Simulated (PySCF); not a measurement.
SeOI₂: from structure and modes to constants

Method: PySCF, PBE, basis Se def2-SVP, O def2-SVP, I def2-SVP with ECP28 (scalar-relativistic core potentials, no spin–orbit coupling, density fitting).

The singlet minimum has Cs symmetry. Masses (u): Se 79.91652, O 15.99492, I 126.90447.

```xyz
4
charge 0 multiplicity 1, angstrom
Se    0.0004   -1.1943    0.0000
O     1.4699   -1.9084    0.0000
I    -0.0929    0.4966   -2.0649
I    -0.0929    0.4966    2.0649
```

Harmonic wavenumbers (cm⁻¹): 59.2 (a', ×1), 147.8 (a'', ×1), 161.9 (a', ×1), 218.5 (a', ×1), 221.9 (a'', ×1), 937.4 (a', ×1).

Question: Find the principal moments of inertia and the rotational constants. What kind of rotor is it?

Answer: About the centre of mass I = 271.58, 1103.9, 1332.1 u Å². With B = 16.8576/I this gives 0.06207, 0.01527, 0.01265 cm⁻¹. The molecule is an asymmetric top with κ = -0.89.

Question: What is the harmonic zero-point energy?

Answer: Half the sum of all 6 wavenumbers, 1747/2 = 873 cm⁻¹, which is 10.4 kJ/mol (1 cm⁻¹ = 0.0119627 kJ/mol).

Question: Find the vibrational entropy and heat capacity at 298.15 K.

Answer: With u = 1.43878 ω/T, each mode gives S = R[u/(eᵘ−1) − ln(1−e⁻ᵘ)] and C = R u² eᵘ/(eᵘ−1)².
```json
{"ω (cm⁻¹)": "59.2", "u": "0.286", "S (J/(mol K))": "18.75", "C (J/(mol K))": "8.26"}
{"ω (cm⁻¹)": "147.8", "u": "0.713", "S (J/(mol K))": "11.30", "C (J/(mol K))": "7.97"}
{"ω (cm⁻¹)": "161.9", "u": "0.781", "S (J/(mol K))": "10.57", "C (J/(mol K))": "7.90"}
{"ω (cm⁻¹)": "218.5", "u": "1.054", "S (J/(mol K))": "8.25", "C (J/(mol K))": "7.59"}
{"ω (cm⁻¹)": "221.9", "u": "1.071", "S (J/(mol K))": "8.13", "C (J/(mol K))": "7.56"}
{"ω (cm⁻¹)": "937.4", "u": "4.524", "S (J/(mol K))": "0.50", "C (J/(mol K))": "1.89"}
```
The sums over all modes are S = 57.5 and C = 41.2 J/(mol K); the softest mode gives 33 % of the entropy.

Question: Give the standard entropy (298.15 K, 1 bar) by its translational, rotational, vibrational and spin parts, and Cp.

Answer: Sackur–Tetrode with M = 349.72 u gives 181.9; rotation with symmetry number 1 gives 130.9; vibration 57.5; spin R ln 1 = 0.0. The total is 370.3 J/(mol K), and Cp = 4 R + 41.2 = 74.4 J/(mol K).

Other isomers or separated fragments may lie lower.
